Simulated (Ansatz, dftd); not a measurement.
Reaction: CH3Si (SMILES C[Si], doublet) → CH3Si (SMILES [CH]=[SiH2], doublet)
Each species at its own B3LYP-D3(BJ)/def2-TZVP minimum (Ansatz, a program for electronic structure).

Quantity: isomerisation energy (electronic), in kcal/mol. UHF or UKS for unpaired electrons; spin-orbit terms are left out. Correlated methods leave the cores frozen. Rows without X2C or -DK are non-relativistic. CBS(X,Y): correlation extrapolated as X^-3, Hartree-Fock from the larger set. A bracket is a step between two methods taken in the basis named. The functionals are non-relativistic, so their misses hold any scalar relativity. Double hybrids freeze cores in their MP2 part. '+ core + X2C': CCSD(T) terms for core correlation (cc-pwCVTZ, 1s frozen past Ne) and scalar relativity (cc-pVTZ-DK). The UHF reference of CH3Si (C[Si], doublet) is spin-contaminated (<S^2> up to 0.04 over the pure value in the sets run). The UHF reference of CH3Si ([CH]=[SiH2], doublet) is spin-contaminated (<S^2> up to 0.40 over the pure value in the sets run).

```csv
level,program,isomerisation energy (kcal/mol),difference against the last row
HF/cc-pV(T+d)Z,Ansatz,28.7,-3.5
r2SCAN-D4/def2-TZVPD,Ansatz + dftd4,28.7,-3.5
B3LYP-D3(BJ)/def2-TZVPD,Ansatz + dftd3,32.4,0.2
B3LYP-D4/def2-TZVPD,Ansatz + dftd4,32.4,0.2
B3LYP/def2-TZVPD,Ansatz,32.4,0.2
B2PLYP-D4/def2-TZVPD,Ansatz + dftd4,33.0,0.8
B2GP-PLYP/def2-TZVPD,Ansatz,33.9,1.7
MP2/cc-pV(D+d)Z,Ansatz,41.3,9.1
CCSD/cc-pV(D+d)Z,Ansatz,34.9,2.7
"CCSD/CBS(cc-pV(T+d)Z,cc-pV(Q+d)Z)",Ansatz,33.1,0.9
CCSD(T)/cc-pV(T+d)Z,Ansatz,34.2,2.0
CCSDT(Q)/cc-pV(D+d)Z,Ansatz,33.0,0.8
CCSDT(Q)/cc-pV(T+d)Z,Ansatz,33.1,0.9
"CCSD(T)/CBS(cc-pV(T+d)Z,cc-pV(Q+d)Z) + [CCSDT(Q) - CCSD(T)]/cc-pV(D+d)Z + core + X2C",Ansatz,32.2,0.0
"CCSD(T)/CBS(cc-pV(T+d)Z,cc-pV(Q+d)Z) + [CCSDT(Q) - CCSD(T)]/cc-pV(T+d)Z + core + X2C",Ansatz,32.2,0.0
```
